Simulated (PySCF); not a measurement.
# Ionisation energy of Sc by level of theory

Sc [Ar] 3d1 4s2 (2D) → Sc⁺ [Ar] 3d1 4s1 (3D), as a difference of total energies. Calculation: PySCF 2.14, in cc-pVTZ-DK (7s6p4d2f1g, 68 functions); the spin-free X2C one-electron Hamiltonian (Gaussian nucleus). Correlated levels: valence: [Ar] frozen. The calculations carry no spin-orbit coupling.

```
           method  ionisation energy (eV)  error (eV)
              UHF                   5.390      -1.172
    MP2 (valence)                   6.096      -0.466
SCS-MP2 (valence)                   6.242      -0.320
```

Reference: 6.562 eV (measured; NIST levels, between the centres of gravity of the two terms).

Errors of the correlated levels include the incompleteness of this basis and the frozen core.

MP2 underrates the near-degeneracy of ns² with np² in the lower species.
